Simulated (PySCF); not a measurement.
ReF5, SMILES [Re]([F])([F])([F])([F])[F] (connectivity only; charge and spin as stated), neutral, multiplicity 3.

Geometry: PBE0-D3(BJ)/def2-SVP. The multiplicity is an assumed one; other spin states were not compared. The def2 effective core potentials stand for the cores of Re; spin–orbit coupling is left out.

Level of theory: PBE/def2-TZVP run with PySCF.

Isolated molecule, no solvent.

```
Quantity                                                                                                        Result
---------------------------------------------------------------------------------------------  -----------------------
total energy                                                                                        -577.46650 hartree
point group                                                                                                        D3h
α spin, highest occupied and lowest empty level                                                     -6.12 and -4.81 eV
β spin, highest occupied and lowest empty level                                                     -9.75 and -4.59 eV
dipole moment                                                                                                   0.00 D
quadrupole, principal values (traceless, Buckingham form, about the centre of nuclear charge)    -8.43, 4.22, 4.22 D·Å
mean static polarisability                                                                        41.2 bohr³ (6.10 Å³)
polarisability, principal values                                                                38.2, 38.2, 47.1 bohr³
⟨S²⟩                                                                                           2.005 (pure state 2.00)
```
